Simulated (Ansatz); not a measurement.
Species: CF2, charge -1, multiplicity 2. 
Structure (B3LYP-D3(BJ)/def2-TZVP (Ansatz, an electronic-structure program) minimum search):
```xyz
3

C      0.0538    -0.0550     0.6938
F      0.5690     0.9631    -0.2019
F     -0.6048    -0.9264    -0.2606
```
Charge -1, spin multiplicity 2.

Basis-set convergence of Hartree-Fock and CCSD(T) correlation energies (hartree) with Ansatz. Cores are frozen in the correlated levels unless marked. UHF or UKS for open shells. No spin-orbit coupling. No relativistic terms. This anion needs diffuse functions, which these sets lack.

```json
[
 {"basis": "cc-pVDZ", "functions": "42", "E(HF)": "-236.64469", "E(corr, CCSD(T))": "-0.50451"},
 {"basis": "cc-pVTZ", "functions": "90", "E(HF)": "-236.73033", "E(corr, CCSD(T))": "-0.67279"},
 {"basis": "cc-pVQZ", "functions": "165", "E(HF)": "(withheld)", "E(corr, CCSD(T))": "(withheld)"}
]
```

Fill in the missing entries.


- cc-pVQZ, E(HF): -236.75408
- cc-pVQZ, E(corr, CCSD(T)): -0.73269
